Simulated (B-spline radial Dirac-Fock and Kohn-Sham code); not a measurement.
## Photoionisation of aluminum ions at Mg Kα (1253.6 eV)

Method: the independent-particle Dirac-Slater model, thresholds from Dirac-Fock. Computed with a radial B-spline solver. Cross sections in kb; a dash marks an empty subshell or a threshold above the photon energy.

```csv
ion,configuration,total,2p1/2,2p3/2,3s,3p1/2,3p3/2
Al,[Ne] 3s2 3p1,29.55,4.32,8.48,1.10,0.0322,0.0633
Al³⁺,[He] 2s2 2p6,28.96,4.47,8.79,–,–,–
Al⁸⁺,[He] 2s2 2p1,25.44,1.18,2.33,–,–,–
```
